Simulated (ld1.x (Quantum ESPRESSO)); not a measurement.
## Reading a pseudo-wave (Be (Z = 4))

Columns: radius, all-electron u(r) and pseudo u(r) of the 2s shell (level -5.61 eV) of beryllium in the configuration [He] 2s2 2p0; LDA (PZ), non-relativistic, TM scheme, ld1.x (Quantum ESPRESSO) 7.5.

```
r (bohr)  all-electron   pseudo
   0.170        0.2481  -0.0553
   0.340        0.2135  -0.1119
   0.510        0.0809  -0.1710
   0.680       -0.0739  -0.2336
   0.850       -0.2193  -0.3003
   1.020       -0.3433  -0.3700
   1.190       -0.4429  -0.4400
   1.360       -0.5185  -0.5056
   1.530       -0.5725  -0.5611
   1.700       -0.6074  -0.6013
   1.870       -0.6263  -0.6244
   2.040       -0.6321  -0.6318
   2.210       -0.6273  -0.6273
   2.380       -0.6144  -0.6144
   2.550       -0.5953  -0.5953
   2.720       -0.5717  -0.5717
   2.890       -0.5449  -0.5449
   3.060       -0.5161  -0.5161
   3.230       -0.4862  -0.4862
   3.400       -0.4559  -0.4559
   3.570       -0.4257  -0.4257
   3.740       -0.3960  -0.3960
   3.910       -0.3672  -0.3672
   4.080       -0.3396  -0.3396
   4.250       -0.3132  -0.3132
   4.420       -0.2882  -0.2882
```

Question: How many radial nodes do the two functions have?

Answer: The all-electron 2s function has n − l − 1 = 1; the pseudo-wave has 0, since the states of the same l below it are removed with the core.

Question: At about which radius was the pseudo-wave matched?

Answer: 2.30 bohr. The columns agree to 0.0005 from 2.04 bohr on; several derivatives are matched, so the curves merge somewhat inside the radius.

Question: Is the pseudo-wave norm-conserving?

Answer: Yes: the TM scheme keeps the norm inside the radius equal to the all-electron one, which fixes the energy derivative of the logarithmic derivative at the level.
